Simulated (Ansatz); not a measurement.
Reaction (hydrogenolysis of a B–C bond): `COBCS` + H₂ → `BOC` + CH₃SH

Calculated with Ansatz (gas phase, PBE0-D4/def2-TZVP geometries, no zero-point term in ΔE). CBS: MP2 limit from def2 TZ/QZ plus the TZ coupled-cluster correction, frozen cores. This one scheme is used for every species. Functionals use def2-TZVPP. B3LYP here is the variant with VWN-RPA as its local correlation; programs differ in this. One conformer a species, not always the lowest.

```csv
level,ΔE (kJ/mol),difference from CCSD(T)/CBS
PBE0-D4,-6.5,1.8
PBE,-8.3,0.0
B3LYP,-20.3,-12.0
HF/def2-TZVPP,-36.7,-28.4
MP2/def2-TZVPP,-4.5,3.8
SCS-MP2/def2-TZVPP,-12.3,-4.0
CCSD/def2-TZVPP,-14.8,-6.5
MP2/def2-QZVPP,-4.2,4.1
HF/CBS(def2),-37.4,-29.1
CCSD/CBS(def2),-13.9,-5.6
CCSD(T)/CBS,-8.3,0
```

Largest T1 diagnostic among the species: 0.014.

The D4 term adds +10.4 kJ/mol with B3LYP and +5.9 kJ/mol with PBE0; it sums over pairs of atoms, weighted by their polarisabilities, and B3LYP, whose exchange is more repulsive, gets the larger term. In def2-TZVPP, CCSD(T) changes the Hartree–Fock value by +27.5 kJ/mol (the triples alone add +5.6 kJ/mol) and MP2 by +32.3 kJ/mol. From PBE to PBE0 (25 % exact exchange), in def2-TZVPP and without D4, ΔE moves by −4.1 kJ/mol.
